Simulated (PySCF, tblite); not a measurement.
Isomers of C7H15P, one GFN2-xTB conformer each. Single-point energies are computed at PBE0/pcSseg-1 (PySCF, gas phase, no added dispersion term), electronic only.

| SMILES | GFN2-xTB relative energy (kcal/mol) |
| --- | --- |
| CCP(CC)C1CC1 | 27.6 |
| C=CPCC(C)(C)C | 29.7 |
| CCCCP1CCC1 | 17.7 |
| C=CP(C)CCCC | 33.6 |
| CPC1CCCCC1 | 0.0 |
| CCC(C)(C)P1CC1 | 26.0 |
| CCP1CCCCC1 | 3.0 |

Conformers: `[CH3:1][CH2:2][P:3]([CH2:4][CH3:5])[CH:6]1[CH2:7][CH2:8]1` with C1–C2–P3–C4 176°, C2–P3–C4–C5 -176°, C2–P3–C6–C7 -165°; `[CH2:1]=[CH:2][PH:3][CH2:4][C:5]([CH3:6])([CH3:7])[CH3:8]` with C1–C2–P3–C4 122°, C2–P3–C4–C5 176°; `[CH3:1][CH2:2][CH2:3][CH2:4][P:5]1[CH2:6][CH2:7][CH2:8]1` with C1–C2–C3–C4 180°, C2–C3–C4–P5 61°, C3–C4–P5–C6 84°, C4–P5–C6–C7 85°, P5–C6–C7–C8 13°, C6–C7–C8–P5 -13°, C4–P5–C8–C7 -87°; `[CH2:1]=[CH:2][P:3]([CH3:4])[CH2:5][CH2:6][CH2:7][CH3:8]` with C1–C2–P3–C4 -133°, C2–P3–C5–C6 -75°, P3–C5–C6–C7 -179°, C5–C6–C7–C8 179°; `[CH3:1][PH:2][CH:3]1[CH2:4][CH2:5][CH2:6][CH2:7][CH2:8]1` with C1–P2–C3–C4 -78°, P2–C3–C4–C5 -178°, C3–C4–C5–C6 58°, C4–C5–C6–C7 -58°, C5–C6–C7–C8 58°; `[CH3:1][CH2:2][C:3]([CH3:4])([CH3:5])[P:6]1[CH2:7][CH2:8]1` with C1–C2–C3–C4 62°, C2–C3–P6–C7 122°; `[CH3:1][CH2:2][P:3]1[CH2:4][CH2:5][CH2:6][CH2:7][CH2:8]1` with C1–C2–P3–C4 174°, C2–P3–C4–C5 -160°, P3–C4–C5–C6 66°, C4–C5–C6–C7 -62°, C5–C6–C7–C8 62°.

Task: What does PBE0/pcSseg-1 give for the same structures?

Result: 
| SMILES | PBE0/pcSseg-1 E (Eh) | PBE0/pcSseg-1 (kcal/mol) | GFN2-xTB (kcal/mol) | point group |
| --- | --- | --- | --- | --- |
| CCP1CCCCC1 | -616.62100 | 0.0 | 3.0 | C1 |
| CPC1CCCCC1 | -616.61828 | 1.7 | 0.0 | C1 |
| CCCCP1CCC1 | -616.58935 | 19.9 | 17.7 | C1 |
| CCC(C)(C)P1CC1 | -616.58601 | 22.0 | 26.0 | C1 |
| C=CP(C)CCCC | -616.58544 | 22.3 | 33.6 | C1 |
| CCP(CC)C1CC1 | -616.58246 | 24.2 | 27.6 | Cs |
| C=CPCC(C)(C)C | -616.57889 | 26.4 | 29.7 | C1 |

GFN2-xTB puts CPC1CCCCC1 lowest instead; measured from each level's own lowest isomer, the values differ by up to 11.3 kcal/mol (C=CP(C)CCCC: 33.6 against 22.3). As drawn, the highest has a C=C bond outside aromatic rings and a quaternary carbon, which the lowest lacks. Neighbours under 2.5 kcal/mol apart (CCP1CCCCC1 and CPC1CCCCC1; CCCCP1CCC1 and CCC(C)(C)P1CC1; CCC(C)(C)P1CC1 and C=CP(C)CCCC; C=CP(C)CCCC and CCP(CC)C1CC1; others) can change places with a better method, another conformer or zero-point energy.

Task: Which frontier levels, dipoles and rotational constants go with these structures?

Result: 
| SMILES | HOMO (eV, PBE0/pcSseg-1) | LUMO (eV) | dipole (D) | A, B, C (MHz) |
| --- | --- | --- | --- | --- |
| CCP1CCCCC1 | -6.46 | 1.11 | 1.24 | 3299, 1112, 926.8 |
| CPC1CCCCC1 | -6.72 | 0.92 | 1.36 | 3409, 996.5, 846.3 |
| CCCCP1CCC1 | -6.28 | 0.60 | 1.26 | 4198, 779.9, 767.5 |
| CCC(C)(C)P1CC1 | -6.83 | 0.79 | 1.30 | 2286, 1373, 1179 |
| C=CP(C)CCCC | -6.65 | -0.15 | 1.15 | 2620, 792.8, 657.0 |
| CCP(CC)C1CC1 | -6.55 | 1.10 | 1.24 | 1821, 1485, 895.6 |
| C=CPCC(C)(C)C | -6.54 | -0.10 | 1.18 | 3461, 811.4, 792.9 |

Task: What happens when harmonic zero-point energies from GFN2-xTB frequencies are added?

Result: 
```tsv
SMILES	ZPE (kcal/mol)	electronic (kcal/mol)	with ZPE (kcal/mol)
CCP1CCCCC1	128.6	0.0	0.0
CPC1CCCCC1	128.0	1.7	1.1
CCCCP1CCC1	127.9	19.9	19.2
CCC(C)(C)P1CC1	127.1	22.0	20.4
C=CP(C)CCCC	125.4	22.3	19.1
CCP(CC)C1CC1	126.5	24.2	22.0
C=CPCC(C)(C)C	124.8	26.4	22.7
```

The zero-point energies span 3.8 kcal/mol. The lowest isomer stays, but the order above it changes.
